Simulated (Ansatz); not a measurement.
Molecule: C₄H₉O, charge 0, multiplicity 2. It need not be the lowest isomer of its formula. 
Structure (B3LYP-D3(BJ)/def2-TZVP (Ansatz, an electronic-structure program) minimum search):
SMILES: CO[C](C)C
```xyz
14

C     -0.0698     1.5227     0.2665
C     -0.4826     0.0964     0.1145
C     -1.8084    -0.2350    -0.4728
O      0.4627    -0.8393    -0.2305
C      1.7579    -0.7107     0.3301
H      0.7345     1.6602     0.9911
H     -0.9206     2.1163     0.6005
H      0.2756     1.9537    -0.6887
H     -1.8385    -0.0339    -1.5560
H     -2.0384    -1.2924    -0.3341
H     -2.5966     0.3587    -0.0083
H      2.2789     0.1744    -0.0450
H      2.3108    -1.5995     0.0328
H      1.7100    -0.6635     1.4226
```
Charge 0, spin multiplicity 2.

Basis-set convergence of Hartree-Fock and CCSD(T) correlation energies (hartree) with Ansatz. Valence correlation only, unless marked. Open shells are spin-unrestricted. Spin-orbit coupling is left out. Non-relativistic.

| basis | functions | E(HF) | E(corr, CCSD(T)) |
|---|---|---|---|
| cc-pVDZ | 115 | -231.53472 | -0.82069 |
| cc-pVTZ | 276 | -231.60479 | -0.99915 |
| cc-pVQZ | 545 | -231.62093 | -1.05396 |

Extrapolating the two largest sets (X = 3 and 4) as X^-3: E(corr) = (64·(-1.05396) - 27·(-0.99915))/37 = -1.0940 Eh, an estimate of the basis-set limit. The largest set recovers 96.3 % of it, the smallest 75.0 %.
